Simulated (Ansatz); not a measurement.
AlCl4, charge -1, singlet, geometry from GFN2-xTB (such geometries of metal compounds can be far from the true shape) (a gas-phase anion, which may not be bound at this level); Ansatz (a first-principles code) with PBE0/def2-SV(P).

Ansatz was given this input:
Ansatz 0.2 input:
```yaml
crystal:
  periodic: [false, false, false]
  atoms:
    - {symbol: Cl, position_ang: [-1.65839443, -0.37089430, -1.25730454]}
    - {symbol: Al, position_ang: [0.00000000, 0.00000000, 0.00000000]}
    - {symbol: Cl, position_ang: [0.00812152, 2.03452580, 0.57383638]}
    - {symbol: Cl, position_ang: [1.78590719, -0.44613033, -1.03930391]}
    - {symbol: Cl, position_ang: [-0.13563427, -1.21750117, 1.72277208]}
basis:
  gaussian:
    orbitals: def2-SV_P_.json
    fitting: {mean_field: cc-pVTZ-JKFIT}
hamiltonian:
  xc: pbe0
total_charge: -1
```
The basis file holds def2-SV(P) in the JSON format of the Basis Set Exchange.

Predict the main parts of the log of this Ansatz run.


```
Functional definition: PBE0
605 factors; integrals over basis functions are off by at most 8.9e-2 eV
mean field evaluation 1: about -56660.4788 eV, gradient 1.1e1 eV
mean field evaluation 2: about -56660.4396 eV, gradient 1.2e1 eV
mean field evaluation 4: about -56660.8544 eV, gradient 1.7e-1 eV
mean field evaluation 8: about -56660.8530 eV, gradient 4.4e-5 eV
mean field -56660.85298224 eV, -2082.2479409917 hartree, gradient 5.3e-5 eV, S^2 0.000000; 0 other end points of the search recorded, 0 dependent functions left out
reference -56660.85300684 eV, -2082.2479418957 hartree; 41, 41 occupied and 49, 49 virtual orbitals, 605 factors
Total energy: -56660.85300684 eV, -2082.2479418957 hartree
```
